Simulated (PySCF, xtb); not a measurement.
Te(F)(OMe) (CH₃FOTe), SMILES [Te](F)OC. Other conformers were not sampled.

Harmonic wavenumbers (cm⁻¹) from GFN2-xTB in xtb at its own minimum, in rising order: 89, 121, 212, 259, 460, 516, 1017, 1121, 1132, 1401, 1459, 1471, 2957, 2975, 2996.

Q: What does B3LYP-D3(BJ)/def2-SVP in PySCF 2.14.0 give at its own minimum? (Estimate from the structure and the level; the computed values follow.)

A: 93, 114, 228, 287, 566, 605, 1060, 1163, 1176, 1449, 1457, 1477, 3000, 3083, 3110. Paired by order, the mean absolute difference is 47 cm⁻¹ and the zero-point energies are 26.0 and 27.0 kcal/mol.
